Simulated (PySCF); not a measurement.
Compound: BCl2GeH5Si.
Bonds: Si1–Ge2, Ge2–B3, B3–Cl4, B3–Cl5. Hydrogens: H6, H7, H8 on Si1; H9, H10 on Ge2.

Computed by this run: PBE0-D3(BJ)/def2-SVP geometry optimisation, gas phase (PySCF 2.14.0); density fitting, grid level 1; the optimiser is geomeTRIC in internal coordinates, started from a GFN2-xTB structure with every atom displaced at random (about 0.01 Å).

Step 0: E = -90163.4081 eV
```
atom  x, y, z in Å  |  force x, y, z in eV/Å
Si1     1.7778   -0.4402   -0.0233   -0.432   0.737  -0.107
Ge2    -0.2796    0.7540   -0.0003    0.334   0.131   0.368
B3     -2.0262   -0.2661    0.0123    1.071   0.209   0.503
Cl4    -2.7498   -0.7181   -1.4372   -0.932  -0.475  -1.703
Cl5    -2.7039   -0.7795    1.4898   -0.584  -0.343   1.169
H6      1.8606   -1.2010   -1.2569    0.089  -0.491  -0.687
H7      1.8476   -1.3259    1.1175    0.065  -0.611   0.737
H8      2.8986    0.5207    0.0283    0.215   0.226   0.021
H9     -0.2989    1.7309   -1.1309    0.084   0.438  -0.938
H10    -0.2758    1.7043    1.1796    0.090   0.180   0.636
```

Question: Estimate the geometry and energy of step 1. (The exact step hangs on the optimiser's Hessian estimate; all steps are aligned on step 0, rigid shifts and turns removed.)

Answer: E = -90163.6387 eV, largest force 0.647 eV/Å
```
atom  x, y, z in Å  |  force x, y, z in eV/Å
Si1     1.7180   -0.4372   -0.0288    0.049  -0.029   0.008
Ge2    -0.2697    0.8782    0.0156   -0.095   0.395  -0.041
B3     -1.9611   -0.3009    0.0240   -0.287  -0.201  -0.390
Cl4    -2.7078   -0.8117   -1.5062    0.256   0.153   0.574
Cl5    -2.6593   -0.8596    1.5316    0.059   0.025  -0.189
H6      1.7892   -1.2486   -1.2828   -0.034   0.016   0.016
H7      1.7750   -1.3582    1.1495   -0.034   0.034  -0.029
H8      2.8887    0.4886    0.0185    0.040  -0.009   0.002
H9     -0.2739    1.8350   -1.2113    0.019  -0.214   0.117
H10    -0.2486    1.7934    1.2688    0.027  -0.170  -0.068
```

The energy changes by -0.2306 eV. The first-order estimate −F·Δx gives -0.5576 eV and the mean of the old and new forces, exact on a quadratic surface, -0.2427 eV. The step makes an angle of 59° with the force vector and moves no atom by more than 0.134 Å.

The cost below is that of the whole optimisation. Hardware: Arm Neoverse V1, one thread (shared host). Cost: 63 s wall, 0.52 GiB resident at most.
